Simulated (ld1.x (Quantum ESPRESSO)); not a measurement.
# Before and after: TM potential for oxygen (O)

| Item | Value |
| --- | --- |
| Element | oxygen |
| Generator | ld1.x (Quantum ESPRESSO) 7.5 |
| Type | norm-conserving Troullier–Martins (Kleinman–Bylander form) |
| Functional | LDA (PZ) |
| Relativity | scalar-relativistic |
| Frozen core | [He] |
| Valence charge | 6 |
| Reference configuration | 2s1 2p5 |
| Partial waves | 2p (bound): rc 2.00 bohr; 3d channel at 0.5 Ry: rc 1.70 bohr; 2s (bound): rc 0.75 bohr |
| Local potential | the s channel |
| Core correction | none |

All-electron outer shells of the reference configuration (LDA (PZ), scalar-relativistic, ld1.x):

| shell | level (eV) | outermost node (bohr) | outermost maximum (bohr) |
| --- | --- | --- | --- |
| 1s | -511.50 | – | 0.13 |
| 2s | -24.21 | 0.28 | 0.88 |
| 2p | -9.60 | – | 0.82 |

Change: wave 2p (bound): rc 2.00 bohr becomes 2p (bound): rc 1.28 bohr.

Cutoffs: the cutoffs (Ry, on a coarse ladder) from which the occupation-weighted sum of valence levels, in a spherical-Bessel basis at the reference potential, stays within 10 and 1 mRy of its value at 400 Ry; they do not see the model core or the augmentation charge, which bear on the density cutoff. Errors are all-electron minus pseudo energies relative to the spin-unpolarised reference configuration.

Q: Predict the effect on cutoff, ghosts and configuration errors.

A: The potential gets neither clearly harder nor softer (70 Ry and 180 Ry → 80 Ry and 180 Ry); of the 9 tests that both files solve, the error grows in 3 and shrinks in 6 by more than 15 % and 0.3 meV (median size 73.8 → 109.7 meV); neither file shows a bound ghost.

| quantity | base | changed |
| --- | --- | --- |
| cutoff, loose | 70 Ry | 80 Ry |
| cutoff, tight | 180 Ry | 180 Ry |
| loose cutoff by channel (10 mRy a level) | p 35 Ry, s 70 Ry | p 70 Ry, s 70 Ry |
| bound ghosts | none | none |
| error for 2s2 2p4, meV [ΔE -14.58 eV] | +3.8 | +18 |
| error for 2s2 2p3, meV [ΔE 2.00 eV] | +252 | +57 |
| error for 2s2 2p2, meV [ΔE 35.71 eV] | +1079 | +199 |
| error for 2s2 2p0, meV [ΔE 166.63 eV] | +7694 | +1761 |
| error for 2s2 2p4.3, meV [ΔE -16.76 eV] | -24 | +14 |
| error for 2s1 2p4, meV [ΔE 16.84 eV] | +37 | +1.2 |
| error for 2s2 2p1, meV [ΔE 89.67 eV] | +3213 | +637 |
| error for 2s1 2p5 (spin-polarised), meV [ΔE -1.56 eV] | +74 | +110 |
| error for 2s2 2p4 (spin-polarised), meV [ΔE -15.99 eV] | +12 | +134 |
